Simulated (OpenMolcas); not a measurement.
## Se2+: effect of the basis set

```
Program             : OpenMolcas 26.06
Method              : SS-RASPT2, IPEA 0.25 Eh, imaginary shift 0.1 Eh (closed shells correlated: 3d 4s)
Active space        : 2 electrons in 9 orbitals (RAS2 4p; RAS3 4d 5s, at most 1 electron)
State averaging     : 2S+1 = 3 even, 3 roots; 2S+1 = 1 even, 6 roots; 2S+1 = 3 odd, 18 roots; 2S+1 = 1 odd, 18 roots
Spin-orbit coupling : state interaction with AMFI integrals over the reference wave functions, term energies averaged over their components
```

A. ANO-RCC-VQZP [7s6p4d2f1g], DKH2, point nucleus; CASPT2 step of the order of 29 core-seconds
B. ANO-R3 [7s6p5d4f2g], X2C, finite nucleus; CASPT2 step roughly 40 core-seconds
C. ANO-RCC [9s8p6d4f2g], DKH2, point nucleus; CASPT2 step roughly 50 core-seconds

Energies in cm-1 above 4s2 4p2 3P0, the measured ground level; measured values from Moore, Atomic Energy Levels, vol. II, NSRDS-NBS 35 (1971 reprint of NBS Circular 467, 1952).

```
                 Level       A       B       C  Measured
           4s2 4p2 3P0     0.0     0.0     0.0       0.0
           4s2 4p2 3P1    1475    1491    1501      1741
           4s2 4p2 3P2    3480    3510    3520      3937
           4s2 4p2 1D2   12770   12740   12740     13032
           4s2 4p2 1S0   31910   32230   31740          
       4s2 4p 4d 1D* 2  119050  123420  119890          
       4s2 4p 4d 3F* 2  122820  131370  123280          
       4s2 4p 4d 3F* 3  123590  132410  123990          
       4s2 4p 4d 3F* 4  125590  134400  126040          
       4s2 4p 5s 3P* 0  128840  127620  126920    126277
4s2 4p 4d 3D* 1 [66 %]  128980  137870  128830          
       4s2 4p 5s 3P* 1  129460  128090  127420    126781
       4s2 4p 4d 3D* 3  130850  140120  130820          
4s2 4p 5s 3P* 2 [55 %]  132130  131220  130600          
4s2 4p 4d 3P* 1 [56 %]  132740  140130  132650          
       4s2 4p 4d 3P* 0  133000  139940  132590          
       4s2 4p 4d 1P* 1  146560  157950  145440          
       4s2 4p 4d 1F* 3  148120  165420  146900
```

Deviations, from unrounded energies. A percentage is the sum of absolute deviations over the sum of measured energies, with the sign that they share, or ± where signs differ.

| Against measurement | Levels | A | B | C |
| --- | --- | --- | --- | --- |
| mean absolute deviation (cm-1) | 5 | 1200 | 720 | 450 |
| fine structure of the ground term (%) | 2 | -12.7 | -11.9 | -11.5 |
| other terms of the ground configuration (%) | 1 | -2.0 | -2.2 | -2.2 |
| other configurations (%) | 2 | +2.1 | +1.0 | +0.5 |

C lies closest to measurement on these levels and A furthest from it. The largest miss of C in the table is 4s2 4p 5s 3P* 0, by +640 cm-1. The ranking rests on the paired levels alone, and a cruder setting can come out closer through cancelling errors.

Among A to C the level of the table that moves most is 4s2 4p 4d 1F* 3, by 19000 cm-1 (lowest in C, highest in B). Moves below CASPT2's spread within the term are not significant.

CASPT2 does not keep the components of a term degenerate, so their means are used; among the terms shown or strongly mixed into the levels shown the widest spread is 300 cm-1 (4s2 4p 4d 1F*, C). Over all roots computed the reference weight is 0.90 to 0.97 in A, 0.84 to 0.95 in B, 0.89 to 0.96 in C; the roots of lowest weight are the least certain, and an intruder state may touch them. ANO sets are built for valence states and can reach diffuse excited orbitals poorly, and with the s shell closed the s pⁿ⁺¹ terms that mix with these levels are absent. With the s shell closed, the reference lacks s² → p² mixing. Computed and measured levels are paired by configuration, term and J; levels that our copy of the source lacks, or whose pairing is in doubt (as where it misses far off the trend of its configuration), stay unpaired and out of the deviations. Only configurations of the active space appear. Levels that lie high or do not pair safely by name in every column are left out.

A share in square brackets marks a mixed level and gives the weight of the term that names it, the lowest over the columns. * marks odd parity.
